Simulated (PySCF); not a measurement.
**Effect of structural changes**

Computed with TDDFT CAM-B3LYP/aug-cc-pVTZ excited states, vertical, gas phase (PySCF). Geometry: PBE0-D3(BJ)/def2-TZVP.

Each molecule in one low-energy conformer.

The calculation is non-relativistic, which matters for the atoms heavier than Zn.

(1) How does the largest two-photon cross section among the few lowest singlets (linear parallel light, single beam, Lorentzian half width 0.1 eV, states within 0.08 eV summed) change along this series?
- ClCBr (H on C replaced by Br)
- ClCC(Cl)Cl (H on C replaced by CHCl2)
- N#CCCCl (H on C replaced by CH2CN)
- FCCCl (H on C replaced by CH2F)
- FCCl (H on C replaced by F)

Answers

(1) 
```csv
molecule,S1 (eV),f(S1),largest σ (GM),at photon λ (nm)
ClCBr,5.94,0.000,1.1,335
ClCC(Cl)Cl,7.07,0.007,0.1,338
N#CCCCl,7.29,0.000,0.7,311
FCCCl,7.36,0.003,1.3,289
FCCl,7.41,0.001,0.8,314
```
The largest two-photon cross section among the few lowest singlets (linear parallel light, single beam, Lorentzian half width 0.1 eV, states within 0.08 eV summed) is lowest for ClCC(Cl)Cl and highest for FCCCl.
